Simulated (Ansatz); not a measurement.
Mulliken charges of C$_{4}$H$_{5}$I, SMILES `CC1=C(I)C1` from r2SCAN/def2-TZVPP in Ansatz (PBE0-D4/def2-TZVP geometry).

```tsv
atom	x (Å)	y (Å)	z (Å)	charge (e)
C1	-0.998	-0.988	0.581	-0.124
C2	-0.082	-0.033	-0.044	-0.048
C3	0.270	0.770	-0.988	-0.023
I4	-0.151	1.628	-2.786	0.030
C5	1.245	0.677	0.131	-0.130
H6	-1.319	-0.624	1.562	0.065
H7	-0.500	-1.948	0.743	0.065
H8	-1.881	-1.150	-0.039	0.066
H9	1.324	1.496	0.849	0.049
H10	2.174	0.121	-0.006	0.049
```

Task: By hand: the dipole of these point charges (1 e Å = 4.8032 D).

Result: Σ q r = (-0.116, -0.097, 0.041) e Å, of length 0.157 e Å = 0.75 D.

Task: How does the dipole of the full density compare? (Estimate.)

Result: The calculation gave: (-0.113, -0.228, 0.255) e Å, 1.73 D; the point charges give 0.43 times that, at 36° from its direction.

Point charges leave out the atoms' own dipoles, such as those of lone pairs, and Mulliken's split depends on the basis, so the two needn't agree.
